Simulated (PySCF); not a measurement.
This PySCF input asks for the NMR shieldings of SMILES CSc1ccsc1, C5H6S2; the geometry comes from GFN2-xTB.

```python
import basis_set_exchange as bse
import numpy as np
from pyscf import gto, dft
from pyscf.prop import nmr

atoms = """
C     2.460741   -0.103456   -0.001519
S     1.233059    1.159063   -0.435906
C    -0.278736    0.323688   -0.112314
C    -1.520554    0.978678   -0.339845
C    -2.580183    0.194674   -0.036628
S    -2.099905   -1.356112    0.531505
C    -0.435479   -0.942767    0.357412
H     2.327945   -0.975614   -0.634595
H     2.363942   -0.363406    1.048323
H     3.431375    0.345645   -0.185545
H    -1.588520    1.983824   -0.712960
H    -3.623455    0.427164   -0.111125
H     0.305384   -1.670895    0.615469
"""
names = dict.fromkeys(["C", "S", "H"], "pcSseg-1")
basis = {el: gto.basis.parse(bse.get_basis(n, elements=[el], fmt="nwchem")) for el, n in names.items()}
mol = gto.M(atom=atoms, basis=basis, charge=0, verbose=0)
mf = dft.RKS(mol, xc="PBE0")
mf.grids.level = 2
mf.grids.alignment = dft.numint.BLKSIZE   # the property module wants whole blocks of grid points
mf.conv_tol = 1e-9
mf.kernel()

calc = nmr.RKS(mf)   # GIAO
C = mf.mo_coeff
Co = C[:, mf.mo_occ > 0]
resp = mf.gen_response(singlet=True, hermi=2)
def vind(x):   # induced exchange potential for any number of trial vectors
    d = np.einsum("pi,xij,qj->xpq", C, 2 * x.reshape(-1, C.shape[1], Co.shape[1]), Co, optimize=True)
    return np.einsum("xpq,pi,qj->xij", resp(d - d.transpose(0, 2, 1)), C, Co, optimize=True).ravel()
mo1, _ = nmr.rhf.solve_mo1(calc, with_cphf=vind)
sigma = calc.kernel(mo1)
for i, s in enumerate(sigma):   # ppm
    w = np.linalg.eigvalsh((s + s.T) / 2)
    print("%2d %-2s iso %8.1f  s11 %8.1f  s22 %8.1f  s33 %8.1f" % (i, mol.atom_pure_symbol(i), w.mean(), *w))
```

Q: What does it print?

A: 
```
 0 C  iso    167.2  s11    156.1  s22    161.9  s33    183.7
 1 S  iso    491.5  s11    292.7  s22    452.2  s33    729.7
 2 C  iso     44.2  s11    -24.8  s22     29.8  s33    127.5
 3 C  iso     57.1  s11    -21.5  s22     48.7  s33    144.0
 4 C  iso     51.8  s11    -37.4  s22     47.6  s33    145.3
 5 S  iso    274.2  s11    128.5  s22    293.0  s33    401.3
 6 C  iso     69.4  s11     -8.1  s22     67.6  s33    148.6
 7 H  iso     29.2  s11     24.8  s22     26.9  s33     36.1
 8 H  iso     29.2  s11     24.7  s22     26.8  s33     36.1
 9 H  iso     29.4  s11     24.0  s22     26.5  s33     37.6
10 H  iso     24.8  s11     20.7  s22     26.0  s33     27.6
11 H  iso     24.5  s11     21.5  s22     24.6  s33     27.4
12 H  iso     25.6  s11     20.7  s22     26.4  s33     29.7
```

These numbers come from an equivalent density-fitted implementation of the same equations, which agrees with the script to about 0.01 ppm for H and up to a few tenths of a ppm for heavy atoms, so last digits may differ.

Q: Turn these shieldings into chemical shifts. Shifts are taken against calculated references (same method and geometry level): ¹³C (186.93 ppm), ¹H (31.72 ppm) against TMS; ³³S (503.73 ppm) against CS2.

A: Averaging equivalent atoms: C 2: 142.8; C 4: 135.1; C 3: 129.8; C 6: 117.5; C 0: 19.7; S 5: 229; S 1: 12; H 11: 7.23; H 10: 6.96; H 12: 6.10; H 7/8/9: 2.44 ppm. 

Size and cost of the density-fitted run: 163 basis functions, of the order of 17 core-seconds.
